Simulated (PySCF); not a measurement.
**Two-component Hartree-Fock for Cr³⁺ (chromium, charge +3)**

Start: [Ar] 3d2 4s1; 3d5/2 filled at m_j = +3/2, +5/2; 4s1/2 filled at m_j = +1/2. Calculated with PySCF 2.14 in x2c-SVPall-2c with one added diffuse shell each of s, d type (6s5p4d1f, 48 functions): generalised Hartree-Fock with the X2C-1e Hamiltonian and a Gaussian nucleus; one run each with spin-orbit coupling (SO) switched off, then screened by Boettger's factors. This is a chosen level, not necessarily the ground level.

```
spinor shell  electrons  ε, spin-free (eV)  ε, screened SO (eV)  weight of nominal j (screened SO)  rms radius, screened SO (bohr)
       1s1/2          2            -6098.6              -6098.6                              1.000                          0.0735
       2s1/2          2            -782.70              -782.70                              1.000                           0.316
       2p1/2          2            -664.15              -669.88                              0.995                           0.285
       2p3/2          4            -664.15              -661.34                              0.998                           0.288
       3s1/2          2            -143.70              -143.70                              1.000                           0.954
       3p3/2          4            -107.30              -107.96                              0.851                            1.02
       3p1/2          2            -107.30              -105.99                              0.703                            1.02
       3d5/2          2            -61.130              -61.102                              0.895                            1.14
       4s1/2          1            -34.024              -34.024                              1.000                            3.06
```

| quantity | spin-free | screened SO |
| --- | --- | --- |
| E (hartree) | -1047.04313 | -1047.04925 |
| M_J | 9/2 | 9/2 |
| ⟨J²⟩ | 24.754 | 24.754 |
| ⟨L²⟩ | 12.004 | 12.005 |
| ⟨S²⟩ | 3.750 | 3.750 |

Each row is a mean over spinors that exchange with the open shell spreads, by up to 9.745 eV (3p3/2).

Rows whose weight is well below 1 are mixtures of j = l ± 1/2: exchange outweighs spin-orbit coupling there, and the label is only the starting occupation.

Without spin-orbit coupling the j labels of p, d and f shells carry no meaning; the spin-free column gives the mean over the occupied spinors of each nl shell.
